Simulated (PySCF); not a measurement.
# Ge: electron affinity

Ge- [Ar] 3d10 4s2 4p3 [4p1/2^2 4p3/2^1, M_J = 3/2] → Ge [Ar] 3d10 4s2 4p2 [4p1/2^2, M_J = 0], as a difference of total energies. Calculation: PySCF 2.14, in x2c-TZVPall-2c with one added diffuse shell each of s, p, d type (7s8p5d1f, 63 functions); the two-component X2C-1e Hamiltonian. Correlated levels: [Ne] frozen. "Screened" scales the spin-orbit matrix elements by Boettger's factors to mimic the two-electron term; Breit and QED terms are absent.

| method | electron affinity (eV) |
| --- | --- |
| GHF (spin-free) | 0.917 |
| GMP2 (spin-free) | 1.324 |
| GHF (screened spin-orbit) | 0.854 |
| GMP2 (screened spin-orbit) | 1.261 |

Q: How much does correlation contribute at GMP2 (screened spin-orbit)?

A: 1.261 − (0.854) = 0.407 eV, measured against GHF (screened spin-orbit).

The spin-free rows relax to the high-spin LS determinant and lack the spin-orbit shift.

Errors of the correlated levels include the incompleteness of this basis and the frozen core.

The labels give the starting determinants; with spin-orbit coupling the two ends relaxed to ⟨J²⟩ = 3.75, ⟨L²⟩ = 0.01, ⟨S²⟩ = 3.75 and ⟨J²⟩ = 1.72, ⟨L²⟩ = 2.01, ⟨S²⟩ = 1.99.

The determinant of Ge mixes levels of different J (the jj label is only the starting occupation), so the difference between spin-free and spin-orbit rows is not the physical spin-orbit shift.

For comparison: 1.233 eV (measured; photodetachment measurements, as compiled on the Wikipedia data page of electron affinities).
